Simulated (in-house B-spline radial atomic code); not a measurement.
Neutral xenon is squeezed into an impenetrable sphere of radius R (the orbitals vanish at R). Caution: exact exchange at fractional occupations of open shells leaves self-interaction of up to several eV. Level of theory: non-relativistic PBE0, spin-polarised, spherical fractional occupations, point nucleus; calculated with a B-spline radial code for spherical atoms.

Energies in eV above the free atom in [Kr] 4d10 5s2 5p6:

```json
{"R (bohr)": "9.65", "highest level (eV)": "-9.57", "[Kr] 4d10 5s2 5p6": "0.001346", "[Kr] 4d9 4f1 5s2 5p6": "75.73", "[Ar] 3d9 4s2 4p6 4d10 4f1 5s2 5p6": "699.3", "-dE/dV in [Kr] 4d10 5s2 5p6 (GPa)": "0.00203"}
{"R (bohr)": "5.99", "highest level (eV)": "-9.1", "[Kr] 4d10 5s2 5p6": "0.4834", "[Kr] 4d9 4f1 5s2 5p6": "80.14", "[Ar] 3d9 4s2 4p6 4d10 4f1 5s2 5p6": "703.7", "-dE/dV in [Kr] 4d10 5s2 5p6 (GPa)": "1.85"}
{"R (bohr)": "5.36", "highest level (eV)": "-8.55", "[Kr] 4d10 5s2 5p6": "1.327", "[Kr] 4d9 4f1 5s2 5p6": "81.62", "[Ar] 3d9 4s2 4p6 4d10 4f1 5s2 5p6": "705.1", "-dE/dV in [Kr] 4d10 5s2 5p6 (GPa)": "6.4"}
{"R (bohr)": "3.96", "highest level (eV)": "-3.81", "[Kr] 4d10 5s2 5p6": "13.24", "[Kr] 4d9 4f1 5s2 5p6": "94.69", "[Ar] 3d9 4s2 4p6 4d10 4f1 5s2 5p6": "717.6", "-dE/dV in [Kr] 4d10 5s2 5p6 (GPa)": "123"}
{"R (bohr)": "3.77", "highest level (eV)": "-2.26", "[Kr] 4d10 5s2 5p6": "18.28", "[Kr] 4d9 4f1 5s2 5p6": "99.89", "[Ar] 3d9 4s2 4p6 4d10 4f1 5s2 5p6": "722.6", "-dE/dV in [Kr] 4d10 5s2 5p6 (GPa)": "189"}
{"R (bohr)": "3.04", "highest level (eV)": "9.38", "[Kr] 4d10 5s2 5p6": "65.85", "[Kr] 4d9 4f1 5s2 5p6": "148.5", "[Ar] 3d9 4s2 4p6 4d10 4f1 5s2 5p6": "769.6", "-dE/dV in [Kr] 4d10 5s2 5p6 (GPa)": "1110"}
{"R (bohr)": "2.66", "highest level (eV)": "22.9", "[Kr] 4d10 5s2 5p6": "133.9", "[Kr] 4d9 4f1 5s2 5p6": "217.8", "[Ar] 3d9 4s2 4p6 4d10 4f1 5s2 5p6": "836.7", "-dE/dV in [Kr] 4d10 5s2 5p6 (GPa)": "3130"}
{"R (bohr)": "2.03", "highest level (eV)": "82.2", "[Kr] 4d10 5s2 5p6": "496.2", "[Kr] 4d9 4f1 5s2 5p6": "585.9", "[Ar] 3d9 4s2 4p6 4d10 4f1 5s2 5p6": "1194", "-dE/dV in [Kr] 4d10 5s2 5p6 (GPa)": "23600"}
{"R (bohr)": "1.88", "highest level (eV)": "113", "[Kr] 4d10 5s2 5p6": "705", "[Kr] 4d9 4f1 5s2 5p6": "797.2", "[Ar] 3d9 4s2 4p6 4d10 4f1 5s2 5p6": "1399", "-dE/dV in [Kr] 4d10 5s2 5p6 (GPa)": "41300"}
{"R (bohr)": "1.2", "highest level (eV)": "574", "[Kr] 4d10 5s2 5p6": "4719", "[Kr] 4d9 4f1 5s2 5p6": "4827", "[Ar] 3d9 4s2 4p6 4d10 4f1 5s2 5p6": "5383", "-dE/dV in [Kr] 4d10 5s2 5p6 (GPa)": "925000"}
```

(1) Does [Kr] 4d9 4f1 5s2 5p6 fall below [Kr] 4d10 5s2 5p6 under compression?

(2) Does [Ar] 3d9 4s2 4p6 4d10 4f1 5s2 5p6 fall below [Kr] 4d10 5s2 5p6 under compression?

The highest level is first positive in the row R = 3.04 bohr, pushed up by confinement above the zero of the free ion's potential. Each configuration is held fixed and needn't be the lowest in the sphere.

Answers

(1) No, it stays above over the whole range.

(2) No, it stays above over the whole range.
